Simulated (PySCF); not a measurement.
**Electron correlation in C (carbon, neutral)**

[He] 2s2 2p2, high-spin 3P determinant. Calculation: PySCF 2.14, in x2c-QZVPPall (7s4p3d2f1g, 57 functions); scalar relativity by spin-free X2C-1e. Frozen: 1s2; 4 electrons correlated.

| level | correlation energy (mhartree) |
| --- | --- |
| CCSD | -90.54 |
| (T) | -2.35 |
| CCSD(T) | -92.89 |

Diagnostics: T1 = 0.0095, D1 = 0.0186, largest double amplitude 0.094.

Is a single reference adequate?

Mostly. T1 lies below 0.03, but a double amplitude of this size points to a near-degeneracy that CCSD handles and MP2 describes poorly.
